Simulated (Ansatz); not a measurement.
Start from `[F][Ge]([Cl])([Cl])[I]` and change one element to get `FC(Cl)(Cl)I`.

Ansatz, PBE0-D4/def2-TZVP geometries, multiplicity 1. 

Elements past krypton have def2 core potentials. Scalar relativity is left out up to krypton.

| property | `[F][Ge]([Cl])([Cl])[I]` |
| --- | --- |
| zero-point energy (PBE0-D4/def2-TZVP) / kJ/mol | 15.9 |
| HOMO–LUMO gap (B3LYP/def2-TZVPP) / eV | 5.44 |
| LUMO energy (PBE/def2-TZVPP) / eV | -3.42 |
| ideal-gas entropy at 298 K and 1 bar (rigid rotor, harmonic PBE0-D4/def2-TZVP) / J/(mol·K) | 379 |
| size of the dipole moment (ωB97M-V/def2-TZVPP) / D | 1.58 |
| HOMO energy (ωB97M-V/def2-TZVPP) / eV | -10.69 |

Problem. What does the change do to each property? (Best estimate.)

Solution. Ansatz gave: 
| property | `FC(Cl)(Cl)I` | shift |
| --- | --- | --- |
| zero-point energy (PBE0-D4/def2-TZVP) / kJ/mol | 27.2 | 11.3 |
| HOMO–LUMO gap (B3LYP/def2-TZVPP) / eV | 5.14 | -0.30 |
| LUMO energy (PBE/def2-TZVPP) / eV | -3.19 | 0.23 |
| ideal-gas entropy at 298 K and 1 bar (rigid rotor, harmonic PBE0-D4/def2-TZVP) / J/(mol·K) | 340 | -39 |
| size of the dipole moment (ωB97M-V/def2-TZVPP) / D | 0.64 | -0.94 |
| HOMO energy (ωB97M-V/def2-TZVPP) / eV | -10.13 | 0.56 |

With PBE0 the HOMO rises by 0.59 eV and the LUMO rises by 0.23 eV, so the gap narrows by about 0.36 eV. PBE moves the HOMO by 0.61 eV and ωB97M-V by 0.56 eV. Dipoles are sizes alone; their direction can turn.

B3LYP here is the variant with VWN-RPA as its local correlation; programs differ in this.

Spin–orbit coupling is left out; it splits and shifts lone-pair levels of the heavy atoms by tenths of an eV.
